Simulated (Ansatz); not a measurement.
System: C$_{2}$H$_{6}$FSi (charge 0, doublet). It need not be the lowest isomer of its formula. SMILES: [CH2][SiH](C)F
Structure (B3LYP-D3(BJ)/def2-TZVP (Ansatz, a first-principles code) minimum search):
```
Si
F 1 1.6128
H 1 1.4839 2 105.81
C 1 1.8354 3 110.95 2 -117.13
H 4 1.0845 1 122.73 3 86.21
H 4 1.0848 5 114.55 1 177.75
C 1 1.8609 3 110.30 2 118.04
H 7 1.0915 1 111.25 3 -176.95
H 7 1.0916 8 108.37 1 -122.12
H 7 1.0930 8 108.10 9 -116.75
```
Charge 0, spin multiplicity 2.

Wanted: atomisation energy (electronic, to ground-state atoms), in kcal/mol. Cores are frozen in the correlated levels unless marked. Open shells are spin-unrestricted. Spin-orbit coupling is left out. Non-relativistic. The coupled-cluster limit lacks core correlation, which all-electron functionals hold. CBS(X,Y): correlation extrapolated as X^-3; Hartree-Fock from the larger set. [CCSD(T)-MP2]/basis is that difference in the basis named.

| level | program | atomisation energy (kcal/mol) |
|---|---|---|
| HF/aug-cc-pV(D+d)Z | Ansatz | 668.8 |
| HF/cc-pV(D+d)Z | Ansatz | 663.6 |

### Question
What does RI-MP2/CBS(cc-pV(T+d)Z,cc-pV(Q+d)Z)+[CCSD(T)-MP2]/cc-pV(T+d)Z (Ansatz) give?

### Answer
887.1 kcal/mol
